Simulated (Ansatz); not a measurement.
One change: `OC(F)(F)[SiH3]` becomes `O[C](F)(F)[AlH2]`.

Ansatz, PBE0-D4/def2-TZVP geometries, multiplicity 1. Each molecule was computed in one conformer, which needn't be the lowest.

```tsv
property	`OC(F)(F)[SiH3]`
HOMO–LUMO gap (B3LYP/def2-TZVPP) / eV	9.32
HOMO–LUMO gap (PBE/def2-TZVPP) / eV	7.40
HOMO energy (B3LYP/def2-TZVPP) / eV	-9.18
LUMO energy (ωB97M-V/def2-TZVPP) / eV	2.00
HOMO energy (PBE0/def2-TZVPP) / eV	-9.38
size of the dipole moment (ωB97M-V/def2-TZVPP) / D	0.79
```

Give the same properties after the change, and the shifts. (Estimate.)

Computed: 
| property | `O[C](F)(F)[AlH2]` | shift |
| --- | --- | --- |
| HOMO–LUMO gap (B3LYP/def2-TZVPP) / eV | 6.16 | -3.16 |
| HOMO–LUMO gap (PBE/def2-TZVPP) / eV | 4.36 | -3.04 |
| HOMO energy (B3LYP/def2-TZVPP) / eV | -8.29 | 0.89 |
| LUMO energy (ωB97M-V/def2-TZVPP) / eV | -0.26 | -2.26 |
| HOMO energy (PBE0/def2-TZVPP) / eV | -8.47 | 0.91 |
| size of the dipole moment (ωB97M-V/def2-TZVPP) / D | 0.82 | 0.03 |

With PBE0 the HOMO rises by 0.91 eV and the LUMO falls by 2.24 eV, so the gap narrows by about 3.15 eV. PBE moves the HOMO by 0.83 eV and ωB97M-V by 0.93 eV. Dipoles are sizes alone; their direction can turn.

B3LYP here is the variant with VWN-RPA as its local correlation; programs differ in this.
